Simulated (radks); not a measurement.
Sb II, configuration [Kr] 4d10 5s2 5p1.75 6s0.25 (fractional occupations, a model configuration). Calculated with a radial shooting solver on a logarithmic mesh with Libxc functionals: Dirac Kohn-Sham, PBE, spin-unpolarised, spherical densities, finite nucleus; open shells are shared between the two j in proportion to 2j + 1; Fermi nuclear charge, rms radius 4.6802 fm.

X-ray form factor f0, the Fourier transform of the density (f0(0) = 50):

sin(theta)/lambda (1/angstrom),f0 (electrons)
0.05,49.068
0.1,46.818
0.15,44.003
0.2,41.049
0.25,38.184
0.3,35.499
0.4,30.730
0.5,26.782
0.6,23.660
0.8,19.432
1,16.686
1.25,13.872
1.5,11.336
2,7.651
